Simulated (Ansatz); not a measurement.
`FC([SiH3])I` → `FCI` + `[SiH2]`  (silylene formation by 1,1-elimination)

Isolated molecules relaxed with PBE0-D4/def2-TZVP in Ansatz; ΔE leaves out vibrations. CCSD(T)/CBS is the MP2 limit (def2-TZVPP, def2-QZVPP) plus CCSD(T) − MP2 in def2-TZVPP, frozen cores. This one scheme is used for every species. Functionals use def2-TZVPP. HSE06 is defined as in plane-wave codes. Elements past krypton have def2 core potentials. For I outer-core shells are correlated without core-valence functions, which leaves a few kJ/mol of doubt a bond.

| level | ΔE (eV) |
| --- | --- |
| revPBE-D4 | 2.28 |
| PBE0-D4 | 2.39 |
| r2SCAN0-D4 | 2.49 |
| HSE06-D4 | 2.39 |
| BLYP | 1.98 |
| PBE0 | 2.32 |
| RPA@PBE/def2-TZVPP | 2.05 |
| CCSD/CBS(def2) | 2.25 |

Question: What does CCSD(T)/CBS give? (An estimate is asked.)

Answer: Ansatz gave: +2.31 eV. The listed levels differ from it by -0.03, 0.08, 0.18, 0.08, -0.33, 0.01, -0.26, -0.06 eV.

Largest T1 diagnostic among the species: 0.014.

From PBE to PBE0 (25 % exact exchange), in def2-TZVPP and without D4, ΔE moves by +0.06 eV. The D4 term adds +0.15 eV with B3LYP and +0.08 eV with PBE0; it sums over pairs of atoms, weighted by their polarisabilities, and B3LYP, whose exchange is more repulsive, gets the larger term. Leaving LDA and LC-ωPBE aside and taking each functional with its dispersion term where it has one, the values, not all of them listed here, spread over 0.33 eV, from BLYP-D4 to r2SCAN-D4. LDA lies +0.38 eV from PBE without D4.

CCSD(T)/CBS has its own doubt, a few kJ/mol and more with outer-core shells, so smaller differences from it don't rank the levels.

B3LYP here is the variant with VWN-RPA as its local correlation; programs differ in this.
